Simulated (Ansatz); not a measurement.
Consider the formal exchange of groups at a C–Si bond: `O=C([SiH3])C(F)F` + CH₄ → `CC(=O)C(F)F` + SiH₄.

Program: Ansatz. Geometries: PBE0-D4/def2-TZVP. ΔE: electronic, gas phase. CCSD(T)/CBS adds triple-zeta CCSD(T) − MP2 to the extrapolated MP2 energy (def2 sets, frozen cores). This one scheme is used for every species. DFT in def2-TZVPP. Each species was taken in one conformer, which may not be the lowest.

```json
{"level": "PBE0-D4", "ΔE (kJ/mol)": "-6.2"}
{"level": "CCSD(T)/def2-TZVPP", "ΔE (kJ/mol)": "-5.8"}
```

(1) What does CCSD(T)/CBS give? (Estimate.)

Largest T1 diagnostic among the species: 0.014.

Results:

(1) Ansatz gave: -3.5 kJ/mol. The listed levels differ from it by -2.7, -2.3 kJ/mol.

In def2-TZVPP, CCSD(T) changes the Hartree–Fock value by +9.2 kJ/mol (the triples alone add +1.8 kJ/mol) and MP2 by +9.0 kJ/mol. From PBE to PBE0 (25 % exact exchange), in def2-TZVPP and without D4, ΔE moves by −5.6 kJ/mol.
